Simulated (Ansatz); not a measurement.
Consider the alkene loss: `C[C](C)(C)[Sn]([Cl])([Cl])[Cl]` → `[Cl][SnH]([Cl])[Cl]` + isobutene.

Program: Ansatz. Geometries: PBE0-D4/def2-TZVP. ΔE: electronic, gas phase. CCSD(T)/CBS is the MP2 limit (def2-TZVPP, def2-QZVPP) plus CCSD(T) − MP2 in def2-TZVPP, frozen cores. This one scheme is used for every species. Functionals use def2-TZVPP. Elements past krypton have def2 core potentials. For Sn outer-core shells are correlated without core-valence functions, which leaves a few kJ/mol of doubt a bond.

| level | ΔE (kJ/mol) | difference from CCSD(T)/CBS |
| --- | --- | --- |
| B97M-V | 122.8 | -22.4 |
| ωB97M-V | 135.3 | -9.9 |
| revPBE | 97.6 | -47.6 |
| r2SCAN0 | 135.2 | -10.0 |
| BHLYP | 103.5 | -41.7 |
| LC-ωPBE | 129.7 | -15.5 |
| HF/def2-SVP | 92.6 | -52.6 |
| MP2/def2-SVP | 155.8 | 10.6 |
| MP2/def2-TZVPP | 161.1 | 15.9 |
| SCS-MP2/def2-QZVPP | 142.7 | -2.5 |
| CCSD(T)/CBS | 145.2 | 0 |

Largest T1 diagnostic among the species: 0.011.

At CCSD(T), def2-SVP lies −5.9 kJ/mol from the extrapolated value and def2-TZVPP −5.3 kJ/mol. From BLYP to BHLYP (50 % exact exchange), in def2-TZVPP and without D4, ΔE moves by +20.9 kJ/mol. Leaving LDA and LC-ωPBE aside and taking each functional with its dispersion term where it has one, the values, not all of them listed here, spread over 28.0 kJ/mol, from B2PLYP to PBE-QIDH. LDA lies +44.6 kJ/mol from PBE without D4.

CCSD(T)/CBS has its own doubt, a few kJ/mol and more with outer-core shells, so smaller differences from it don't rank the levels.
